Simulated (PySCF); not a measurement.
Telling isomers of C$_{9}$H$_{6}$ClN apart by NMR

No relativistic terms, fast rotation and ring inversion assumed for equivalent nuclei, single conformer, gas phase. PBE0/pcSseg-1 with gauge-including orbitals; GFN2-xTB geometry; PySCF.

Shifts are taken against calculated references (same method and geometry level): TMS for 1H and 13C. Where no couplings were computed, multiplicities follow the n + 1 count of equivalent neighbours, and m marks all less simple cases (inequivalent or close neighbours, rings, F or P nearby). Shifts are as computed. Against solution values, carbons near 30 ppm lie about +3 ppm off and those near 130 ppm about +5 ppm; carbons on Cl a further +6 ppm. Of 1211 compounds with measured shifts, 218 miss one by over three times the rms of a fit or turn the order of signals round; such compounds aren't used in these exercises. Carbons bonded to Cl come out too deshielded.

(1) Tabulate the signals of `N#Cc1ccc(/C=C/Cl)cc1`, `C=Cc1ccc(C#N)c(Cl)c1`, `Clc1ccc2cnccc2c1` and their relative energies.

(2) What is the quickest way to tell N#Cc1ccc(/C=C/Cl)cc1 from Clc1ccc2cnccc2c1?

(3) What is the quickest way to tell C=Cc1ccc(C#N)c(Cl)c1 from Clc1ccc2cnccc2c1?

(4) What is the quickest way to tell N#Cc1ccc(/C=C/Cl)cc1 from C=Cc1ccc(C#N)c(Cl)c1?

Answers

(1) 
```tsv
SMILES	carbon types	δC	δH	E rel. (kcal/mol)
N#Cc1ccc(/C=C/Cl)cc1	3×C 6×CH	142.7, 140.5, 139.8, 136.9, 131.3, 124.3, 116.6	7.91 (d, 2H), 7.63 (d, 2H), 7.23 (d, 1H), 6.86 (d, 1H)	26.6
C=Cc1ccc(C#N)c(Cl)c1	4×C 4×CH 1×CH2	151.6, 146.2, 142.6, 141.2, 136.7, 125.5, 125.1, 121.5, 117.0	7.92 (m, 1H), 7.89 (m, 1H), 7.41 (s, 1H), 6.79 (m, 1H), 6.46 (m, 1H), 5.93 (m, 1H)	29.4
Clc1ccc2cnccc2c1	3×C 6×CH	157.6, 151.3, 147.8, 141.1, 135.0, 133.9, 132.3, 129.9, 124.5	9.53 (s, 1H), 9.12 (d, 1H), 8.18 (d, 1H), 8.13 (s, 1H), 7.85 (d, 1H), 7.74 (d, 1H)	0.0
```

Energies are electronic energies at PBE0/pcSseg-1 on these geometries, without zero-point or thermal terms, each for the one conformer computed, which needn't be the lowest.

(2) Count the carbon signals: 7 against 9. The first has a substituted aromatic carbon (C) at 116.6 ppm, the second an aromatic CH next to a ring nitrogen at 157.6 ppm. Their most deshielded carbons lie at 142.7 and 157.6 ppm. In the proton spectra the most deshielded non-exchanging signals are 7.91 (d, 2H) and 9.53 (s, 1H).

(3) Both give the same number of carbon signals, but DEPT or the intensities differ. The first has a terminal =CH2 carbon at 125.1 ppm, the second an aromatic CH next to a ring nitrogen at 157.6 ppm. Their most deshielded carbons lie at 151.6 and 157.6 ppm. In the proton spectra the most deshielded non-exchanging signals are 7.92 (m, 1H) and 9.53 (s, 1H).

(4) Count the carbon signals: 7 against 9. The first has an aromatic CH at 131.3 ppm, the second a terminal =CH2 carbon at 125.1 ppm. Their most deshielded carbons lie at 142.7 and 151.6 ppm.
